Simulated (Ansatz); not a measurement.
FH₃Se₃Si, SMILES `F[Si]([SeH])([SeH])[SeH]`, relaxed with RKS PBE0-D4/def2-TZVP in Ansatz 0.2.0 from a PBE-D4/def2-SVP geometry. The force threshold is 0.005 eV/Å; the program also tests the step.

Charge 0, multiplicity 1.

Start:

```xyz
8

F    -1.717   -0.914    1.139
Si   -0.569   -0.207    0.208
Se   -1.768    0.615   -1.563
Se    0.433    1.295    1.624
Se    0.925   -1.697   -0.658
H    -0.566    1.320   -2.084
H     1.596    1.418    0.708
H     1.667   -1.829    0.627
```

(1) How much energy does the relaxation release, and in how many steps? (Estimate.)

(2) Which bonds change most? (Best estimate.)

(3) Give the relaxed structure. (An estimate is asked.)

Results:

(1) Ansatz gave: 5.20 kJ/mol, in 13 steps.

(2) Computed: F1–Si2 from 1.638 to 1.596 Å; Si2–Se4 from 2.294 to 2.268 Å; Si2–Se3 from 2.291 to 2.267 Å; Si2–Se5 from 2.281 to 2.257 Å.

(3) The calculation gave: 
```xyz
8

F    -1.690   -0.893    1.116
Si   -0.568   -0.208    0.212
Se   -1.751    0.644   -1.524
Se    0.433    1.250    1.632
Se    0.900   -1.689   -0.651
H    -0.543    1.254   -2.096
H     1.560    1.431    0.708
H     1.660   -1.789    0.604
```
